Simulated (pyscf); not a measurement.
H₂Si=SiH–SiH₃ → cyclic H₆Si₃ (SMILES [SiH2]1[SiH2][SiH2]1), a rearrangement (singlet surface; H–Si broken, Si–Si, H–Si formed). PySCF, gas phase, ωB97X-D3(BJ)/def2-SVP geometries. MP2 and CC: frozen core, UHF for open shells. ΔMP2 is the change of the MP2 total energy from the triple- to the quadruple-zeta basis. Energies in kcal/mol from the reactant's lowest minimum found.

Small-basis levels: PySCF, no dispersion term, spherical d functions. AM1 to PM7: differences of heats of formation from MOPAC, which are fitted to 298 K values and so differ in kind from electronic energies by zero-point and thermal terms. GFN2-xTB: tblite. Cost: rough CPU time at the saddle relative to B3LYP/6-31G*, from one job on a shared machine.

```json
[
 {"level": "SVWN5/6-31G*", "barrier": "37.0", "reaction energy": "-14.1", "cost": "1"},
 {"level": "BP86/6-31G*", "barrier": "42.6", "reaction energy": "-11.0", "cost": "2"},
 {"level": "PBE/6-31G*", "barrier": "40.9", "reaction energy": "-12.3", "cost": "2"},
 {"level": "B3LYP/STO-3G", "barrier": "79.4", "reaction energy": "-23.2", "cost": "0.7"},
 {"level": "M06-2X/6-31G*", "barrier": "47.0", "reaction energy": "-12.2", "cost": "2"},
 {"level": "B3LYP/6-311+G**", "barrier": "48.7", "reaction energy": "-9.0", "cost": "1"},
 {"level": "GFN2-xTB", "barrier": "56.8", "reaction energy": "+6.3", "cost": "under 0.02"},
 {"level": "PM6", "barrier": "25.4", "reaction energy": "-13.0", "cost": "under 0.02"},
 {"level": "PM7", "barrier": "70.2", "reaction energy": "-10.5", "cost": "under 0.02"},
 {"level": "CCSD(T)/def2-TZVPP + ΔMP2(QZVPP)", "barrier": "44.4", "reaction energy": "-10.0", "cost": "–"}
]
```

Against the last row the barrier runs from -19.0 (PM6) to +35.1 kcal/mol (B3LYP/STO-3G); BP86/6-31G* happens to lie closest here (1.7 kcal/mol apart). CCSD(T)/def2-TZVPP + ΔMP2(QZVPP) has limits of its own. The same reactants have a lower exit, to H₃Si–Si:–SiH₃ [singlet] (barrier +10.7 kcal/mol at ωB97M-D3(BJ)/def2-TZVP, against +44.1 kcal/mol here). One saddle was located; it need not be the lowest between these sides. The CCSD(T) − MP2 part came from Ansatz, without density fitting, on the same reference.
